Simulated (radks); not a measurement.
Charge is removed step by step from the 1s level of Li+, starting from [He]. Calculated with a radial shooting solver on a logarithmic mesh with Libxc functionals: non-relativistic Kohn-Sham, r2SCAN, spin-unpolarised, spherical densities, point nucleus; meta-GGA in the generalised Kohn-Sham scheme.

removed (e) = 0: E - E(0) (eV) 0.000; eigenvalue (eV) -61.919; E minus straight line (eV) 0.000
removed (e) = 0.25: E - E(0) (eV) 16.601; eigenvalue (eV) -70.948; E minus straight line (eV) -3.511
removed (e) = 0.5: E - E(0) (eV) 35.500; eigenvalue (eV) -80.287; E minus straight line (eV) -4.725
removed (e) = 0.75: E - E(0) (eV) 56.766; eigenvalue (eV) -89.873; E minus straight line (eV) -3.571
removed (e) = 1: E - E(0) (eV) 80.449; eigenvalue (eV) -99.611; E minus straight line (eV) 0.000

Removing the whole electron costs 80.449 eV by Delta-SCF, against 61.919 eV from minus the eigenvalue at the starting occupation. Slater's transition state (half an electron removed) gives 80.287 eV. Integrating minus the eigenvalue over the occupation (Janak's theorem) gives 80.449 eV. The mean slope of the eigenvalue, de/dn, is 37.7 eV per electron. Ionisation energy of Li+ in the NIST Atomic Spectra Database: 75.640 eV (theoretical).

Beside tabulated values, note that spin-unpolarised runs miss the spin-polarisation part of the exchange energy of open shells.
